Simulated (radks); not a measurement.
Species: As10+. Configuration: [Ar] 3d5 (the NIST ground configuration).

Calculated with a radial shooting solver on a logarithmic mesh with Libxc functionals: scalar-relativistic Kohn-Sham, PBE, spin-polarised, spherical densities, point nucleus; open shells are filled with parallel spins first.

Energy parts (eV):
part                       energy
total                  -60433.248
kinetic                 61631.041
electron-nucleus      -139774.979
Hartree                 19773.190
exchange-correlation    -2062.500

Orbitals (lengths in bohr, moments of r in powers of bohr):
1s up: occ. 1; eigenvalue (eV) -11978.82; <r> 0.04550; <r^2> 0.002787; <1/r> 33.47
1s down: occ. 1; eigenvalue (eV) -11978.81; <r> 0.04550; <r^2> 0.002787; <1/r> 33.47
2s up: occ. 1; eigenvalue (eV) -1751.779; <r> 0.2027; <r^2> 0.04842; <1/r> 7.369
2s down: occ. 1; eigenvalue (eV) -1745.569; <r> 0.2022; <r^2> 0.04819; <1/r> 7.388
2p up: occ. 3; eigenvalue (eV) -1568.094; <r> 0.1772; <r^2> 0.03843; <1/r> 7.218
2p down: occ. 3; eigenvalue (eV) -1563.457; <r> 0.1767; <r^2> 0.03820; <1/r> 7.235
3s up: occ. 1; eigenvalue (eV) -428.4250; <r> 0.5645; <r^2> 0.3642; <1/r> 2.540
3s down: occ. 1; eigenvalue (eV) -418.8557; <r> 0.5680; <r^2> 0.3687; <1/r> 2.518
3p up: occ. 3; eigenvalue (eV) -370.5483; <r> 0.5681; <r^2> 0.3742; <1/r> 2.420
3p down: occ. 3; eigenvalue (eV) -360.9690; <r> 0.5727; <r^2> 0.3805; <1/r> 2.396
3d up: occ. 5; eigenvalue (eV) -277.2776; <r> 0.5508; <r^2> 0.3613; <1/r> 2.220
3d down: occ. 0; eigenvalue (eV) -266.8898; <r> 0.5591; <r^2> 0.3733; <1/r> 2.195

The highest occupied level is 3d up at -277.28 eV. For comparison, the ionisation energy in NIST's Atomic Spectra Database is 296 eV (theoretical). In exact Kohn-Sham theory the highest level is minus the ionisation energy, but local and semilocal functionals leave it too shallow, through self-interaction and a potential that decays too fast; potentials with the right tail come closer. Spin moment in Bohr magnetons: 5. The density falls to 0.001 e/bohr^3 at r = 1.69 bohr. Summed over all electrons, <r^2> = 5.136 bohr^2, which gives a Langevin (diamagnetic) susceptibility term of -4.07 x 10^-6 cm^3/mol.
